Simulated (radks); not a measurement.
Task: All-electron atom: Te IV in [Kr] 4d10 5s2 5p(up 1, down 0) (the NIST ground configuration). Method: scalar-relativistic Kohn-Sham, LDA (Slater exchange, Perdew-Wang correlation), spin-polarised, spherical densities, point nucleus; computed with a radial shooting solver on a logarithmic mesh with Libxc functionals. Some entries of the table are withheld. Estimate them.

| orbital | occ. | eigenvalue (Ry) | <r> (bohr) |
|---|---|---|---|
| 1s up | 1 | -2324.400 | 0.02784 |
| 1s down | 1 | -2324.397 | 0.02784 |
| 2s up | 1 | -358.4646 | 0.1200 |
| 2s down | 1 | -358.4630 | 0.1200 |
| 2p up | 3 | -322.2132 | 0.1048 |
| 2p down | 3 | -322.2107 | 0.1048 |
| 3s up | 1 | -73.13548 | 0.3226 |
| 3s down | 1 | -73.13270 | 0.3226 |
| 3p up | 3 | -61.35000 | 0.3206 |
| 3p down | 3 | -61.34696 | 0.3206 |
| 3d up | 5 | -43.47729 | 0.2970 |
| 3d down | 5 | -43.47445 | 0.2970 |
| 4s up | 1 | -14.33319 | 0.7643 |
| 4s down | 1 | -14.32705 | 0.7641 |
| 4p up | 3 | (1) | 0.8205 |
| 4p down | 3 | (2) | 0.8201 |
| 4d up | 5 | -5.33120 | (3) |
| 4d down | 5 | -5.31884 | (4) |
| 5s up | 1 | -3.19819 | 1.917 |
| 5s down | 1 | -3.13703 | 1.912 |
| 5p up | 1 | -2.37983 | (5) |
| 5p down | 0 | -2.31496 | (6) |

Result: 
(1) 4p up eigenvalue (Ry): -10.67057
(2) 4p down eigenvalue (Ry): -10.66354
(3) 4d up <r> (bohr): 0.9667
(4) 4d down <r> (bohr): 0.9641
(5) 5p up <r> (bohr): 2.216
(6) 5p down <r> (bohr): 2.220
